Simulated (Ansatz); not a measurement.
Which method gave which barrier?

Saddle point of ZnHBrCl$_{2}$, singlet (ZnCl₂ + HBr → ZnBrCl + HCl (still joined by a long Zn–Cl bond); bonds formed: Cl2–H4; dative contacts that become bonds: Zn1–Br5; bonds broken: H4–Br5; bonds weakened to dative contacts: Zn1–Cl2), PBE0-D4/def2-TZVP structure:

```xyz
5
angstrom
Zn -0.6083 0.0291 -0.4322
Cl 0.6574 1.6393 0.5519
Cl -2.3016 -0.2758 -1.6486
H 1.2184 0.1138 0.8722
Br 1.0340 -1.5064 0.6566
```

Program: Ansatz 0.2.0. Basis: def2-TZVPP, with def2-QZVPP for the basis limit. Cores are frozen in the correlated methods. The 3s and 3p shells of Cu and Zn are frozen; filled d shells are correlated. The def2 sets are not built for correlating such inner shells, so the correlated values are less sure here. B3LYP uses VWN-RPA correlation. Extrapolation: Hartree–Fock as exp(−7.88 √X), correlation as X^−2.97. Four methods, as single points on the PBE0-D4 structures, gave these electronic barriers from the start structure: 0.211, 0.273, 0.384, 0.668 eV.

Question: The methods were, in alphabetical order, B3LYP-D4, BHLYP-D4, BLYP-D4, HF. Which gave which? (Judge from chemistry; the calculation decides.)

Answer: Computed: BLYP-D4 0.211; B3LYP-D4 0.273; BHLYP-D4 0.384; HF 0.668 eV. For comparison, CCSD(T) at an estimated basis limit (MP2 extrapolated from triple and quadruple zeta, plus CCSD(T) − MP2 in triple zeta) gives 0.308 eV.

T1 diagnostic: at most 0.011.

For scale, one of the runs: CCSD(T)/def2-TZVPP, 210 basis functions, launched by `ansatz run in.yaml --threads 8 --pin off --events-out ev --progress --plain --max-ram 19148MiB`. Time: 81 s of wall clock on 8 CPU threads of an Intel Xeon; the host was shared. Peak host memory: 2.8 GiB.
